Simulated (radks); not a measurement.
Results of a calculation; reference values are marked as such.
Problem. These are the eigenvalues of the occupied orbitals of an atom or ion with whole-number occupations (hartree). Code: a radial shooting solver on a logarithmic mesh with Libxc functionals. Model: non-relativistic Kohn-Sham, LDA (Slater exchange, Perdew-Wang correlation), spin-polarised, spherical densities, point nucleus.

1s up: -49.66083
1s down: -49.53894
2s up: -5.95742
2s down: -5.74535
2p up: -4.83468
2p down: -4.59932

Which element is it, and in what charge state? The configuration may be excited. Open shells, if any, are filled with parallel spins first.

Solution. Z = 12, magnesium, charge +4: Mg4+ in [He] 2s2 2p4. The list shows which subshells hold electrons but not how many an open one holds; the 1s level, -49.661 hartree, gives Z - s = 10.0 by -(Z - s)^2/2, which with screening narrows Z to a few neighbours, and the depths of the outer levels then fix element, charge and occupations together.
